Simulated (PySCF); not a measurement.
## How methods differ on the excitation energy of Bi⁺

Bi⁺ [Xe] 4f14 5d10 6s2 6p2 (3P) → Bi⁺ [Xe] 4f14 5d10 6s1 6p3 (5S), as a difference of total energies. Computed with PySCF 2.14 in x2c-QZVPPall, with the spin-free X2C one-electron Hamiltonian (Gaussian nucleus). Correlated levels: valence: [Xe] 4f14 5d10 frozen; valence and next inner shell: [Kr] 4d10 4f14 frozen. The calculations carry no spin-orbit coupling.

```csv
method,excitation energy (cm⁻¹)
UHF,50184
LDA,72253
PBE,69936
PBE0,66165
r2SCAN,64909
ROHF,50688
MP2 (valence),56076
SCS-MP2 (valence),58678
MP2 (valence and next inner shell),65491
SCS-MP2 (valence and next inner shell),66580
```

Spin-orbit coupling is strong in these open shells (close to jj coupling). The scalar numbers leave it out and a first-order estimate fails, so it can dominate the gap to the real levels.
